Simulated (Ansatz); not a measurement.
C₂H₅AlFN, SMILES `N[CH]1[CH2][Al]1[F]`, relaxed with RKS PBE-D4/def2-SVP in Ansatz from a rough embedded geometry. The force threshold is 0.03 eV/Å; the program also tests the step.

Charge 0, multiplicity 1.

Start:

```xyz
10

N     1.235    0.324    0.856
C     0.475   -0.527    0.004
C    -0.128    0.212   -1.161
Al   -1.548   -0.457    0.016
F    -3.000   -0.098    1.058
H     0.604    1.194    1.169
H     1.375   -0.179    1.757
H     0.975   -1.474   -0.295
H    -0.046   -0.317   -2.172
H     0.058    1.322   -1.231
```

**Question.** How much energy does the relaxation release, and in how many steps? (Estimate.)

**Answer.** The calculation gave: 0.83 eV, in 16 steps, 2 of them rejected.

**Question.** Which bonds change most? (Estimate.)

**Answer.** The calculation gave: Al4–F5 from 1.823 to 1.682 Å; N1–H6 from 1.119 to 1.025 Å; C2–C3 from 1.505 to 1.595 Å; C2–Al4 from 2.025 to 1.985 Å.

**Question.** Give the relaxed structure. (Best estimate.)

**Answer.** Ansatz gave: 
```xyz
10

N     1.405    0.321    0.794
C     0.316   -0.395    0.227
C    -0.303    0.144   -1.141
Al   -1.665   -0.399    0.101
F    -3.318   -0.314    0.401
H     1.135    1.206    1.235
H     1.954   -0.225    1.467
H     0.606   -1.458    0.088
H     0.229   -0.140   -2.072
H    -0.361    1.260   -1.099
```
